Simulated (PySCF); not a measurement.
Al(Me)(OH)(nBu), SMILES [CH3][Al]([OH])[CH2]CCC (GFN2-xTB optimised geometry):

```
20

Al    -2.055     0.134     0.000
C     -3.173    -1.524     0.007
H     -2.590    -2.445    -0.023
H     -3.855    -1.542    -0.847
H     -3.803    -1.569     0.900
O     -2.807     1.599     0.000
H     -3.231     2.445     0.000
C     -0.043     0.134     0.000
C      0.579    -1.266     0.030
C      2.108    -1.258    -0.052
C      2.772    -0.680     1.193
H      0.331     0.670    -0.884
H      0.320     0.715     0.858
H      0.275    -1.783     0.944
H      0.191    -1.847    -0.812
H      2.459    -2.284    -0.192
H      2.419    -0.682    -0.928
H      2.455    -1.225     2.080
H      2.514     0.368     1.324
H      3.855    -0.753     1.114
```

Computed with B3LYP/def2-SVP run with PySCF 2.14.0.

### Question
What are the frontier orbital energies and the dipole moment?

### Answer
HOMO-2 -8.47 eV, HOMO-1 -8.31 eV, HOMO -6.61 eV, LUMO 0.04 eV, LUMO+1 0.33 eV; dipole moment 1.12 D.

Meta-Löwdin charges at B3LYP/def2-SVP: Al1 0.93, C2 -0.59, H3 0.10, H4 0.11, H5 0.11, O6 -0.72, H7 0.34, C8 -0.46, C9 -0.14, C10 -0.15, C11 -0.28, H12 0.09, H13 0.09, H14 0.07, H15 0.07, H16 0.08, H17 0.08, H18 0.09, H19 0.09, H20 0.09.
